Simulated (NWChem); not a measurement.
bromine (Br2); SMILES BrBr

```xyz
2

Br     0.0000     0.0000     1.1492
Br     0.0000     0.0000    -1.1492
```
Atoms are numbered in this order, from 1.

All runs: NWChem. Coordinates come from a PBE0/def2-SVP optimisation. GIAO values for the isolated, static molecule; σ is the absolute isotropic shielding. Spin-orbit effects, on the heavy nuclei and on their neighbours, are missing.

For level B3LYP/pcSseg-2:

```yaml
"σ Br1 (ppm)": 1747.6
```

Task: What are these values for level B3LYP/pcSseg-0?

Result: 
| Quantity | Result |
|---|---|
| σ Br1 (ppm) | 1598.3 |
